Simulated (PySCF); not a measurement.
Mayer bond orders and bond lengths

Compound: C₂H₁₆Si₅.
Numbering: `[CH3:1][CH2:2][SiH2:3][SiH2:4][SiH2:5][SiH2:6][SiH3:7]` (hydrogens: H8, H9, H10 on C1; H11, H12 on C2; H13, H14 on Si3; H15, H16 on Si4; H17, H18 on Si5; H19, H20 on Si6; H21, H22, H23 on Si7)

Structure used (GFN2-xTB), in Å, numbered top down from 1:
```xyz
23
C2H16Si5 angstrom
C     -4.3037   -0.3435    0.7697
C     -2.7986   -0.4111    0.5496
Si    -2.3058   -0.3057   -1.2891
Si     0.0074   -0.2767   -1.4239
Si     1.1605    1.0395    0.1060
Si     3.4786    1.1326   -0.0555
Si     4.6240   -0.5327    1.0707
H     -4.5517   -0.4069    1.8288
H     -4.8031   -1.1619    0.2551
H     -4.7034    0.5914    0.3827
H     -2.3200    0.4003    1.1034
H     -2.4175   -1.3399    0.9800
H     -2.9183    0.9165   -1.8365
H     -2.9776   -1.4163   -1.9848
H      0.4076    0.1202   -2.7841
H      0.5389   -1.6483   -1.3204
H      0.8215    0.5712    1.4644
H      0.5801    2.3938    0.0852
H      3.9877    2.4484    0.3702
H      3.8312    1.0935   -1.4864
H      5.2727   -0.0631    2.2976
H      5.6755   -1.1676    0.2732
H      3.7095   -1.6068    1.4730
```

Bond orders from the PBE0/pcSseg-1 density (PySCF). Geometry: GFN2-xTB, one conformer, isolated molecule. GFN2-xTB frequencies show an imaginary mode (25i cm⁻¹), so this geometry is no minimum at that level.

**Question.** How far do the computed orders between heavy atoms stray from the drawn ones?

**Answer.** The largest departure is 0.123, at Si6–Si7 (drawn single, 0.877). Drawn single, order below 0.88: Si6–Si7 (0.877).

**Question.** Set the Mayer orders of the bonds between heavy atoms beside their lengths.

**Answer.** 
```
   bond  drawn as  length (Å)  Mayer order
  C1–C2    single       1.523        1.057
 C2–Si3    single       1.907        0.914
Si3–Si4    single       2.317        0.902
Si4–Si5    single       2.324        0.883
Si5–Si6    single       2.326        0.884
Si6–Si7    single       2.314        0.877
```

Bonds between the same two heavy elements. Si–Si: lowest Si6–Si7 (0.877, 2.314 Å), highest Si3–Si4 (0.902, 2.317 Å); in 1 of the 6 pairs the longer bond (by over 0.003 Å) has the higher order (by 0.02 or more).

**Question.** And the bonds to hydrogen?

**Answer.** C–H: 0.94 to 0.97 (5 bonds); H–Si: 0.92 to 0.94 (11 bonds).

**Question.** Sum the orders of all bonds at each heavy atom with more than one neighbour and set the sums beside the valence in the SMILES.

**Answer.** C1 3.958 (drawn 4), C2 3.857 (drawn 4), Si3 3.690 (drawn 4), Si4 3.629 (drawn 4), Si5 3.613 (drawn 4), Si6 3.624 (drawn 4), Si7 3.688 (drawn 4). Orders between atoms that aren't bonded are not in these sums.

For a closed shell the Mayer order of atoms A and B is Σ (PS)μν (PS)νμ over the basis functions μ on A and ν on B, with P the density and S the overlap matrix.
